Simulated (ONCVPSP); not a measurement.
# Configuration tests for Ir (ONCV)

Ir, optimised norm-conserving Vanderbilt (ONCV), made with ONCVPSP 4.0.1 (BLYP, scalar-relativistic). Core [Xe] 4f14, reference 5d7 6s1 6p1. Waves: 6s: rc 2.35 bohr, ncon 3, nbas 8, qcut 2.1 1/bohr, 2 projectors, debl 2.4 Ha; 6p: rc 3.65 bohr, ncon 3, nbas 8, qcut 2.7 1/bohr, 1 projector; 5d: rc 1.75 bohr, ncon 4, nbas 9, qcut 7.6 1/bohr, 1 projector. Local part: polynomial inside 1.50 bohr (lpopt 5, dvloc0 0 Ha). Core correction: polynomial model core, fcfact 0.55.

Energies are relative to the spin-unpolarised reference configuration 5d7 6s1 6p1; without spin polarisation the order of configurations can differ from experiment.

```json
{"valence configuration": "5d7 6s2 6p0", "charge": "0", "ΔE all-electron (eV)": "-5.278", "error AE − PS (meV)": "+1.1"}
{"valence configuration": "5d7 6s0 6p0", "charge": "+2", "ΔE all-electron (eV)": "22.113", "error AE − PS (meV)": "-35"}
```

Question: What are ΔE and the potential's error for 5d7 6s1 6p0?

Answer: ΔE = 4.569 eV all-electron; the error (AE − PS) is -7.6 meV.

Question: What are ΔE and the potential's error for 5d6 6s2 6p0?

Answer: ΔE = 6.751 eV all-electron; the error (AE − PS) is -20 meV.

Levels in the configuration 5d7 6s0 6p0:

| level | all-electron (eV) | pseudo (eV) |
| --- | --- | --- |
| 5d | -24.320 | -24.338 |

Note: ghosts flagged at negative energy: s at -28.3 eV, p at -31.4 eV; no localised positive-energy state flagged. A true bound ghost makes a file unfit for plane-wave use.
